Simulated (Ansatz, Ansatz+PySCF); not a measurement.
```xyz
4

C     0.0000    0.0000    0.0000
H     1.0358    0.0000    0.0000
H    -0.5452    0.9443    0.0000
H    -0.5452   -0.9443    0.0000
```

Basis set: STO-3G (spherical functions). Correlated methods keep 1 orbital frozen. Correlation on ROHF uses semicanonical orbitals with singles. Charge 0, multiplicity 2.

Computed with Ansatz (development build ahead of 0.2.0); each method stands on the lowest determinant of its kind that the runs found.

(1) Give the atomization energy at this shape (free ground-state atoms in the same class of orbitals less the molecule, no zero-point energy) of doublet CH₃ by PBE0 (unrestricted), ROHF-CCSD(T), UHF-MP2, ROHF-MP2, UHF, ROHF.

Answers

(1)

```tsv
method	atomization energy
PBE0 (unrestricted)	15.96 eV
ROHF-CCSD(T)	13.97 eV
UHF-MP2	13.72 eV
ROHF-MP2	13.68 eV
UHF	12.97 eV
ROHF	12.85 eV
```

This basis has no polarisation functions and is too small for such energies, which can lie far from measured ones in either direction.
